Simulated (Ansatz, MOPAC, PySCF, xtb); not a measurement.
Lewis adduct: AlH3 (SMILES [AlH3]) (first 4 atoms) with H2S (SMILES S); geometry from B3LYP-D3(BJ)/def2-TZVP.
(charge 0, multiplicity 1):
```xyz
7

Al    -0.252    -0.126     0.492
H     -1.002    -1.493     0.800
H     -1.117     1.197     0.339
H      1.197    -0.184    -0.156
S      0.578     0.408     2.872
H      1.084    -0.800     3.174
H     -0.569     0.173     3.533
```

Counterpoise-corrected where a basis set is named; no monomer relaxation.

The state reached by AM1 isn't checked.

The values were computed with Ansatz (an electronic-structure program); MOPAC for AM1 (differences of heats of formation); PySCF for the dispersion terms; xtb for the GFN methods. Values without a source in brackets are computed.

Task: One of these levels gives -18.69 kcal/mol for the interaction energy. Which?
(A) GFN2-xTB
(B) AM1
(C) BLYP-D4/def2-TZVPPD
(D) r2SCAN/def2-TZVPPD

Result: A, GFN2-xTB. The others give -26.77 (AM1), -14.19 (BLYP-D4/def2-TZVPPD), -16.89 (r2SCAN/def2-TZVPPD)
